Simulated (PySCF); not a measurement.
A series of related molecules.

All values: PBE0/pcSseg-1 (PySCF) at GFN2-xTB geometries, gas phase, one conformer each.

(1) Rank by HOMO energy, lowest first.
A. `C#C[Si](O)(O)O[SiH2]NC`
B. `C#C[Si](O)(O)O[SiH2]SC`
C. `C#C[Si](O)(O)O[SiH2]C=C`
D. `C#C[Si](O)(O)O[SiH2]C#N`
E. `C#C[Si](O)(O)O[SiH2]N=C`

(2) Rank by LUMO energy, highest first.
A. `C#C[Si](O)(O)O[SiH2]C=C`
B. `C#C[Si](O)(O[SiH2]N=C)O`
C. `C#C[Si](O)(O)O[SiH2]C#N`
D. `C#C[Si](O)(O)O[SiH2]CC#N`
E. `C#C[Si](O)(O)O[SiH2]CCl`
F. `C#C[Si](O)(O)O[SiH2]NC`

Results:

(1) D (-8.50 eV), C (-7.89 eV), E (-7.01 eV), B (-6.73 eV), A (-6.60 eV).

(2) F (0.27 eV), E (0.02 eV), D (-0.14 eV), A (-0.36 eV), B (-0.66 eV), C (-0.83 eV).

All values together:

| SMILES | formula | μ (D) | HOMO (eV) | LUMO (eV) | lowest IAO charge (e) | highest IAO charge (e) | lowest Hirshfeld charge (e) | highest Hirshfeld charge (e) |
| --- | --- | --- | --- | --- | --- | --- | --- | --- |
| C#C[Si](O)(O)O[SiH2]CC#N | C4H7NO3Si2 | 5.38 | -8.58 | -0.14 | -0.880 (O) | +1.607 (Si) | -0.307 (O) | +0.542 (Si) |
| C#C[Si](O)(O)O[SiH2]NC | C3H9NO3Si2 | 1.67 | -6.60 | 0.27 | -0.882 (O) | +1.609 (Si) | -0.314 (O) | +0.539 (Si) |
| C#C[Si](O)(O)O[SiH2]CCl | C3H7ClO3Si2 | 3.37 | -7.99 | 0.02 | -0.887 (O) | +1.610 (Si) | -0.310 (O) | +0.542 (Si) |
| C#C[Si](O)(O)O[SiH2]SC | C3H8O3SSi2 | 1.30 | -6.73 | -0.04 | -0.879 (O) | +1.613 (Si) | -0.307 (O) | +0.544 (Si) |
| C#C[Si](O)(O)O[SiH2]C#N | C3H5NO3Si2 | 3.45 | -8.50 | -0.83 | -0.879 (O) | +1.611 (Si) | -0.307 (O) | +0.543 (Si) |
| C#C[Si](O)(O)O[SiH2]C=C | C4H8O3Si2 | 1.24 | -7.89 | -0.36 | -0.884 (O) | +1.611 (Si) | -0.312 (O) | +0.540 (Si) |
| C#C[Si](O)(O)O[SiH2]N=C | C3H7NO3Si2 | 2.21 | -7.01 | -0.66 | -0.887 (O) | +1.600 (Si) | -0.310 (O) | +0.537 (Si) |

Conformers: `[CH:1]#[C:2][Si:3]([OH:4])([OH:5])[O:6][SiH2:7][CH2:8][C:9]#[N:10]` with C2–Si3–O4–H 90°, C2–Si3–O5–H 69°, C2–Si3–O6–Si7 73°, Si3–O6–Si7–C8 49°, O6–Si7–C8–C9 -178°; `[CH:1]#[C:2][Si:3]([OH:4])([OH:5])[O:6][SiH2:7][NH:8][CH3:9]` with C2–Si3–O4–H 84°, C2–Si3–O5–H 68°, C2–Si3–O6–Si7 126°, Si3–O6–Si7–N8 -166°, O6–Si7–N8–C9 -176°; `[CH:1]#[C:2][Si:3]([OH:4])([OH:5])[O:6][SiH2:7][CH2:8][Cl:9]` with C2–Si3–O4–H -87°, C2–Si3–O5–H -67°, C2–Si3–O6–Si7 -113°, Si3–O6–Si7–C8 175°, O6–Si7–C8–Cl9 180°; `[CH:1]#[C:2][Si:3]([OH:4])([OH:5])[O:6][SiH2:7][S:8][CH3:9]` with C2–Si3–O4–H 85°, C2–Si3–O5–H 73°, C2–Si3–O6–Si7 90°, Si3–O6–Si7–S8 180°, O6–Si7–S8–C9 179°; `[CH:1]#[C:2][Si:3]([OH:4])([OH:5])[O:6][SiH2:7][C:8]#[N:9]` with C2–Si3–O4–H 83°, C2–Si3–O5–H 65°, C2–Si3–O6–Si7 80°, Si3–O6–Si7–C8 -54°; `[CH:1]#[C:2][Si:3]([OH:4])([OH:5])[O:6][SiH2:7][CH:8]=[CH2:9]` with C2–Si3–O4–H -69°, C2–Si3–O5–H -87°, C2–Si3–O6–Si7 -114°, Si3–O6–Si7–C8 165°, O6–Si7–C8–C9 171°; `[CH:1]#[C:2][Si:3]([OH:4])([OH:5])[O:6][SiH2:7][N:8]=[CH2:9]` with C2–Si3–O4–H 103°, C2–Si3–O5–H 70°, C2–Si3–O6–Si7 82°, Si3–O6–Si7–N8 -29°, O6–Si7–N8–C9 6°.
